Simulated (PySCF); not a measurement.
## Gd(III) with different ligands

Computed with PySCF 2.14.0, PBE0, def2-SVP on the ligands, density fitting, scalar-relativistic core potentials, no spin-orbit coupling, vacuum. The metal has lcecp-1-SVP with ECP53. Each complex is relaxed within the symmetry of a template of the same shape. Distances are means of the shortest metal–ligand contacts, charges and spins Mulliken's; removal energies are rigid, with the ligand's formal charge and no counterpoise, so too large; for an anion taken off a cation in vacuum most of it is the attraction of opposite charges, and multiply charged cations can part far more cheaply with an electron moved from ligand to metal. lcecp potentials hold a fixed number of 4f electrons in the core, out of states, spins and gaps.

| complex | point group | M–first ligand (Å) | charge on M (e) | removal of one first-named ligand (eV) | strongest infrared band, degenerate modes summed (cm⁻¹) | unstable modes (below −25 cm⁻¹) |
| --- | --- | --- | --- | --- | --- | --- |
| [GdH4]− | Td | 2.113 | 0.27 | 4.76 | 1226 | 0 |

**Question.** Order these by the energy to remove one first-named ligand, lowest first.
A. [GdCl4]−
B. [Gd(OH)4]−
C. [Gd(NH2)4]−
D. [GdF4]−
E. [Gd(SH)4]−

**Answer.** E (4.61), A (5.01), C (5.20), B (5.60), D (6.61).

**Question.** What else do they give?

**Answer.** 
| complex | point group | M–first ligand (Å) | charge on M (e) | removal of one first-named ligand (eV) | strongest infrared band, degenerate modes summed (cm⁻¹) | unstable modes (below −25 cm⁻¹) |
| --- | --- | --- | --- | --- | --- | --- |
| [Gd(SH)4]− | S4 | 2.678 | 0.59 | 4.61 | 266 | 0 |
| [Gd(NH2)4]− | S4 | 2.280 | 0.65 | 5.20 | – | not given |
| [GdCl4]− | Td | 2.557 | 0.75 | 5.01 | 309 | 0 |
| [Gd(OH)4]− | D2d, nearly Td | 2.136 | 0.82 | 5.60 | 222 | 0 |
| [GdF4]− | Td | 2.094 | 1.06 | 6.61 | 512 | 0 |

Moved off a saddle point of the template and relaxed again: [Gd(SH)4]−, [Gd(NH2)4]−. One start shape was tried for each, so a minimum needn't be the lowest isomer.
